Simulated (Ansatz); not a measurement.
Abstraction of H: C2H4Cl2Si + CH8NSi2 → C2H3Cl2Si + CH9NSi2

Species: C2H4Cl2Si `C=C[SiH](Cl)Cl`, singlet; CH8NSi2 `CN([SiH2])[SiH3]`, doublet; C2H3Cl2Si `[H]/[C]=C/[SiH](Cl)Cl`, doublet; CH9NSi2 `CN([SiH3])[SiH3]`, singlet. A radical takes H: the energy is the difference in strength between the C–H bond broken and the Si–H bond made.

Shapes, held fixed at every level: PBE0-D4/def2-TZVP. Flexible molecules stand in one conformer, not always the lowest. Programs: Ansatz 0.2.0. The zero-point and thermal change to 298 K, harmonic and unscaled (PBE0-D4/def2-TZVP), is -11.6 kJ/mol.

(1) Estimate ΔH(298 K) of this reaction.

## Answers

(1) B2PLYP/def2-TZVPP gives ΔH(298 K) = +77.5 kJ/mol; the levels span +42.9 to +88.3. The median of the levels is +75.9. No measured value is set beside it here. Spin contamination: C2H3Cl2Si (⟨S²⟩ up to 0.92). Open shells run unrestricted.

```tsv
level	kind	ΔH(298 K) (kJ/mol)
HF/def2-SVP	Hartree–Fock	+43.2
HF/def2-TZVPP	Hartree–Fock	+42.9
PBE-D4/def2-TZVPP	GGA	+88.3
r2SCAN-D4/def2-TZVPP	meta-GGA	+74.3
B3LYP-D4/def2-TZVPP	global hybrid	+79.1
PBE0-D4/def2-TZVPP	global hybrid	+82.9
r2SCAN0-D4/def2-TZVPP	global hybrid	+72.5
B2PLYP/def2-TZVPP	double hybrid	+77.5
```
